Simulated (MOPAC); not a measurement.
A run for MOPAC: PM7 on FH5OSi (a complex).

```
PM7 1SCF PRECISE CHARGE=0 THREADS=1
FH5OSi

F      1.01145503 1    -1.02785651 1     0.18953647 1
H      0.84095398 1    -0.83434389 1     1.09638411 1
O      0.50998713 1    -0.47296660 1     2.71545910 1
Si    -0.69317616 1     0.55011709 1     3.26296727 1
H      1.06276926 1    -0.93008493 1     3.35511336 1
H     -1.66406185 1    -0.19798320 1     4.09224893 1
H     -1.32965042 1     1.07431404 1     2.04330145 1
H     -0.10703226 1     1.64231296 1     4.07137814 1
```

Output:

```
*******************************************************************************
 **                                                                           **
 **                              MOPAC v23.2.5                                **
 **                                                                           **
 *******************************************************************************
 ** MOPAC's Digital Object Identifier: https://doi.org/10.5281/zenodo.6511958 **
 **                                                                           **
 ** Please cite the open-source release paper for use of this MOPAC version:  **
 ** J. E. Moussa and J. J. P. Stewart (2026)                                  **
 ** MOPAC: An open-source semiempirical molecular orbital program             **
 ** J. Open Source Softw., 11(119), 8025, https://doi.org/10.21105/joss.08025 **
 *******************************************************************************

                              PM7 CALCULATION RESULTS

 *******************************************************************************
 *  PM7        - The PM7 Hamiltonian to be used
 *
 *
 *
 *                 CHARGE ON SYSTEM = 0
 *
 *
 *
 *  PRECISE    - TIGHTER CRITERIA TO BE USED
 *  1SCF       - DO 1 SCF AND THEN STOP
 *  THREADS=1  - MULTI-THREADING NOT USED
 *  T=         - A TIME OF 172800.0 SECONDS REQUESTED
 *  DUMP=N     - RESTART FILE WRITTEN EVERY 7200.0 SECONDS REQUESTED
 *******************************************************************************
PM7 1SCF PRECISE CHARGE=0 THREADS=1
 FH5OSi

   ATOM   CHEMICAL          X               Y               Z
  NUMBER   SYMBOL      (ANGSTROMS)     (ANGSTROMS)     (ANGSTROMS)

     1       F          1.01145503  *  -1.02785651  *   0.18953647  *
     2       H          0.84095398  *  -0.83434389  *   1.09638411  *
     3       O          0.50998713  *  -0.47296660  *   2.71545910  *
     4      Si         -0.69317616  *   0.55011709  *   3.26296727  *
     5       H          1.06276926  *  -0.93008493  *   3.35511336  *
     6       H         -1.66406185  *  -0.19798320  *   4.09224893  *
     7       H         -1.32965042  *   1.07431404  *   2.04330145  *
     8       H         -0.10703226  *   1.64231296  *   4.07137814  *



          CARTESIAN COORDINATES

    NO.       ATOM           X           Y           Z

     1         F          1.0115     -1.0279      0.1895
     2         H          0.8410     -0.8343      1.0964
     3         O          0.5100     -0.4730      2.7155
     4        Si         -0.6932      0.5501      3.2630
     5         H          1.0628     -0.9301      3.3551
     6         H         -1.6641     -0.1980      4.0922
     7         H         -1.3297      1.0743      2.0433
     8         H         -0.1070      1.6423      4.0714

 General Reference for PM7:
 "Optimization of Parameters for Semiempirical Methods VI: More Modifications to the
 NDDO Approximations and Re-optimization of Parameters", J. J. P. Stewart, J. Mol. Mod., 1:32, 19 (2013)
 https://link.springer.com/article/10.1007/s00894-012-1667-x

           Empirical Formula: H5 O F Si  =     8 atoms



      MOLECULAR POINT GROUP   :   Cs


      RHF CALCULATION, NO. OF DOUBLY OCCUPIED LEVELS = 11


 -------------------------------------------------------------------------------
 PM7 1SCF PRECISE CHARGE=0 THREADS=1
 FH5OSi



     1SCF WAS SPECIFIED, SO BFGS WAS NOT USED
     SCF FIELD WAS ACHIEVED


                              PM7 CALCULATION
                                                       MOPAC v23.2.5 Linux




          FINAL HEAT OF FORMATION =       -132.04405 KCAL/MOL =    -552.47230 KJ/MOL


          COSMO AREA              =        112.31 SQUARE ANGSTROMS
          COSMO VOLUME            =         95.76 CUBIC ANGSTROMS

          IONIZATION POTENTIAL    =         12.242454 EV
          HOMO LUMO ENERGIES (EV) =        -12.242  0.452
          NO. OF FILLED LEVELS    =         11
          MOLECULAR WEIGHT        =         68.1228         POINT GROUP:  Cs

          MOLECULAR DIMENSIONS (Angstroms)

            Atom       Atom       Distance
            H     8    F     1     4.84247
            H     5    H     7     3.33086
            H     6    F     1     2.32159


          SCF CALCULATIONS        =          1





   ATOM   CHEMICAL          X               Y               Z
  NUMBER   SYMBOL      (ANGSTROMS)     (ANGSTROMS)     (ANGSTROMS)

     1       F          1.01145503  *  -1.02785651  *   0.18953647  *
     2       H          0.84095398  *  -0.83434389  *   1.09638411  *
     3       O          0.50998713  *  -0.47296660  *   2.71545910  *
     4      Si         -0.69317616  *   0.55011709  *   3.26296727  *
     5       H          1.06276926  *  -0.93008493  *   3.35511336  *
     6       H         -1.66406185  *  -0.19798320  *   4.09224893  *
     7       H         -1.32965042  *   1.07431404  *   2.04330145  *
     8       H         -0.10703226  *   1.64231296  *   4.07137814  *

                             CARTESIAN COORDINATES

   1    F        1.011455030    -1.027856510     0.189536470
   2    H        0.840953980    -0.834343890     1.096384110
   3    O        0.509987130    -0.472966600     2.715459100
   4   Si       -0.693176160     0.550117090     3.262967270
   5    H        1.062769260    -0.930084930     3.355113360
   6    H       -1.664061850    -0.197983200     4.092248930
   7    H       -1.329650420     1.074314040     2.043301450
   8    H       -0.107032260     1.642312960     4.071378140


           Empirical Formula: H5 O F Si  =     8 atoms



      MOLECULAR POINT GROUP   :   Cs


                  EIGENVALUES
 -38.85676 -29.89049 -18.93453 -17.44660 -16.50616 -14.56176 -14.55890 -14.31481
 -13.87551 -12.69793 -12.24245   0.45236   2.09066   2.10896   4.56839   6.03854
   7.34709  21.26393  21.51096  22.10051  22.39049  23.31838


              NET ATOMIC CHARGES AND DIPOLE CONTRIBUTIONS

  ATOM NO.   TYPE          CHARGE      No. of ELECS.   s-Pop       p-Pop       d-Pop
    1          F          -0.362546        7.3625     1.96067     5.40187
    2          H           0.341664        0.6583     0.65834
    3          O          -0.745052        6.7451     1.73611     5.00894
    4         Si           0.225554        3.7744     0.92410     2.66140     0.18895
    5          H           0.382505        0.6175     0.61749
    6          H           0.044868        0.9551     0.95513
    7          H           0.068126        0.9319     0.93187
    8          H           0.044879        0.9551     0.95512
 DIPOLE           X         Y         Z       TOTAL
 POINT-CHG.    -1.822     1.663     3.879     4.597
 HYBRID         0.872    -0.730    -0.015     1.137
 SUM           -0.949     0.934     3.864     4.087


          ATOMIC ORBITAL ELECTRON POPULATIONS

     Atom    s        px        py        pz      x^2-y^2     xz        z^2       yz        xy
    1  F   1.96067   1.98027   1.97464   1.44697
    2  H   0.65834
    3  O   1.73611   1.65514   1.73833   1.61547
    4 Si   0.92410   0.77700   0.85472   1.02968   0.03386   0.04733   0.01588   0.04305   0.04883
    5  H   0.61749
    6  H   0.95513
    7  H   0.93187
    8  H   0.95512

 **********************
 *                    *
 * JOB ENDED NORMALLY *
 *                    *
 **********************




 == MOPAC DONE ==
```

The run finished.

Cost: around 0.03 core-seconds (rough).
